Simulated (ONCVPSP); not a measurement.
**How hard is this N ONCV potential?**

ONCVPSP 4.0.1 input, shortened (lines: element, Z, core and valence counts, functional; n l f; lmax; l rc ep ncon nbas qcut; lloc lpopt rc5 dvloc0; l nproj debl; icmod fcfact rcfact), PBEsol, non-relativistic:

```
  N 7.00    1    2  -116133      upf
    1    0    2.00
    2    0    2.00
    2    1    3.00
    1
    0    0.85    0.00    4    9    7.50
    1    1.30    0.00    4    8    7.30
    4    5    0.80    1.00
    0    3    3.00
    1    2    1.80
    3    5.00    1.40
```

Question: For each optimised wave give the share of its norm inside rc, the residual kinetic energy above qcut (Ha) and the cutoffs (Ha) for errors of 10, 1, 0.1 and 0.01 mHa per electron.

Answer:

```json
{"wave": "2s", "norm inside rc": "0.213", "residual KE": "1.1e-03", "10 mHa": "18.9", "1 mHa": "28.7", "0.1 mHa": "116.6", "0.01 mHa": "305.0"}
{"wave": "s projector 2", "norm inside rc": "0.055", "residual KE": "1.1e-03", "10 mHa": "17.0", "1 mHa": "28.8", "0.1 mHa": "283.5", "0.01 mHa": "429.2"}
{"wave": "s projector 3", "norm inside rc": "0.066", "residual KE": "3.6e-03", "10 mHa": "23.5", "1 mHa": "91.6", "0.1 mHa": "507.4", "0.01 mHa": "575.3"}
{"wave": "2p", "norm inside rc": "0.500", "residual KE": "7.1e-04", "10 mHa": "19.0", "1 mHa": "25.8", "0.1 mHa": "98.5", "0.01 mHa": "123.8"}
{"wave": "p projector 2", "norm inside rc": "0.088", "residual KE": "1.0e-03", "10 mHa": "19.3", "1 mHa": "26.6", "0.1 mHa": "48.9", "0.01 mHa": "121.5"}
```

The occupied waves need 29 Ha and 117 Ha for 1 and 0.1 mHa. Note: ghosts flagged at negative energy: s at -289.0 eV; GHOST(+) flags only above 600 eV. A true bound ghost makes a file unfit for plane-wave use. 1 of 4 tests not solved or not reliable.
